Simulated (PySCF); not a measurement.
**Electron correlation in Be (beryllium, neutral)**

[He] 2s1 2p1, high-spin 3P determinant (an excited configuration). Calculation: PySCF 2.14, in x2c-QZVPPall with one added diffuse shell each of s, p type (8s5p2d1f, 40 functions); the spin-free X2C one-electron Hamiltonian (Gaussian nucleus). Frozen: 1s2; 2 electrons correlated.

With two correlated electrons CCSD is exact within the correlated space (frozen core and kept virtual orbitals).

```json
{"level": "CCSD", "correlation energy (mhartree)": "-4.90"}
```

Diagnostics: T1 = 0.0043, D1 = 0.0068, largest double amplitude 0.033.

Cost of the coupled-cluster step: of the order of 0.3 core-seconds, for 2 correlated electrons.
